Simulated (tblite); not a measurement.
Species: C₅H₉NOSi.
Geometry (GFN2-xTB, Å), atoms numbered from 1 in this order:
```
atom  x, y, z in Å
C1     3.8377   -0.2516   -0.9052
C2     2.9296   -0.2415   -0.1258
C3     1.7811   -0.2546    0.7608
N4     0.5397   -0.1153    0.0262
C5    -0.3207    0.9107    0.2487
O6    -0.1391    1.7285    1.1272
C7    -1.5380    0.8933   -0.6272
Si8   -2.8871   -0.1789    0.1963
H9     4.6550   -0.2455   -1.5629
H10    1.8272    0.5939    1.4521
H11    1.7785   -1.1890    1.3383
H12    0.3767   -0.7530   -0.7359
H13   -1.2978    0.5167   -1.6207
H14   -1.9011    1.9147   -0.7259
H15   -2.3894   -1.5576    0.2724
H16   -3.1851    0.3254    1.5312
H17   -4.0742   -0.1357   -0.6593
```

Method: GFN2-xTB as coded in tblite; computed harmonic values from a numerical Hessian at the method's own geometry, unscaled. The method is semi-empirical: single wavenumbers can be off by several per cent or more. Modes of hydrogen on silicon can be 10 to 20 % off. One conformer, not necessarily the lowest.

Harmonic wavenumbers (cm⁻¹): 28.6, 51.6, 66.5, 102.4, 134.1, 213.8, 242.8, 294.7, 387.0, 438.7, 499.0, 507.3, 518.5, 593.2, 638.6, 670.7, 680.6, 755.4, 768.4, 783.9, 790.0, 807.5, 905.9, 980.2, 1008.9, 1057.2, 1121.1, 1163.9, 1173.4, 1212.8, 1297.3, 1410.7, 1417.2, 1455.3, 1731.1, 2235.9, 2267.4, 2289.4, 2324.5, 2887.2, 2947.5, 2988.7, 3014.7, 3395.6, 3466.2.

A = 4195, B = 724.8, C = 685.5 MHz; mass 127.045 u (most abundant isotopes); point group C1, symmetry number 1.

Problem. Zero-point energy?

Solution. ½Σν̃ = 26863 cm⁻¹ = 76.81 kcal/mol.

Problem. Give the ideal-gas entropy at 273.15 K and 1 bar in the rigid-rotor, harmonic-oscillator model (classical rotation).

Solution. Translation 40.02, rotation 29.16, vibration 30.86: S = 100.0 cal/(mol K).

Problem. And Cp and H(273.15 K) − H(0)?

Solution. Cp = 37.28 cal/(mol K), of which vibrations give 29.34 (their classical limit is 45 R = 89.4); H(273.15 K) − H(0) = 6.34 kcal/mol without the zero-point energy, 4.17 from vibrations.

Problem. What must be added to the electronic energy to get the Gibbs energy at 273.15 K and 1 bar?

Solution. ZPE + [H(273.15 K) − H(0)] − T·S = 76.81 + 6.34 − 27.33 = 55.82 kcal/mol.

Problem. Which modes carry the vibrational entropy at 273.15 K?

Solution. 28.6 cm⁻¹: 5.75; 51.6 cm⁻¹: 4.58; 66.5 cm⁻¹: 4.08; 102.4 cm⁻¹: 3.24; 134.1 cm⁻¹: 2.72; 213.8 cm⁻¹: 1.85 cal/(mol K); the other 39 give 8.64 together.

Hindered rotation and anharmonicity are outside this model. Other conformers, if any are populated, would add a mixing term that is left out. The structure is chiral; the term R ln 2 for an equal mix with its mirror image is left out.
